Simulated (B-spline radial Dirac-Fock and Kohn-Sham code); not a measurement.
## Isotope-shift constants of the inner levels of Ge²⁺

System: Ge²⁺, [Ar] 3d10 4s2.

Calculated with an atomic code on a B-spline grid, using first-order field-shift and mass-shift constants from Dirac-Fock ground and hole states with a Fermi nucleus; the mass shift has no relativistic recoil terms. A binding energy shifts by δE = F·δ⟨r²⟩ + (K_N + K_S)·δ(1/M); F is taken for a change of radius at fixed skin thickness and so holds the higher radial moments.

```csv
level,F (meV/fm²),K_N (meV u),K_S (meV u)
K (1s),-8.758,-6120,2455
L1 (2s),-0.8727,-795.7,-212.8
L2 (2p1/2),0.07063,-703.1,788.3
L3 (2p3/2),0.07568,-685.6,744.8
M1 (3s),-0.1287,-118.3,-72.39
M2 (3p1/2),0.01467,-87.19,89.23
M3 (3p3/2),0.01547,-84.79,79.22
M4 (3d3/2),0.01133,-32.17,56.67
M5 (3d5/2),0.01124,-31.85,55.91
```

Line shifts in meV from A = 74 (mass 73.9212 u, rms radius 4.0742 fm); radii from Angeli and Marinova (2013).

| A | mass (u) | radius (fm) | Kα1 | Kα2 | Kβ1 | Lα1 |
| --- | --- | --- | --- | --- | --- | --- |
| 70 | 69.9242 | 4.0414 | ? | ? | ? | ? |
| 72 | 71.9221 | 4.0576 | -0.21 | -0.22 | -0.19 | 0.00 |
| 73 | 72.9235 | 4.0632 | +0.10 | +0.10 | +0.11 | 0.00 |
| 76 | 75.9214 | 4.0811 | +0.83 | +0.84 | +0.81 | -0.01 |

**Question.** What are the shifts for A = 70?

**Answer.** Kα1 -0.53 meV (field +2.35, mass -2.88); Kα2 -0.55 meV (field +2.35, mass -2.90); Kβ1 -0.49 meV (field +2.34, mass -2.83); Lα1 +0.01 meV (field -0.02, mass +0.03).
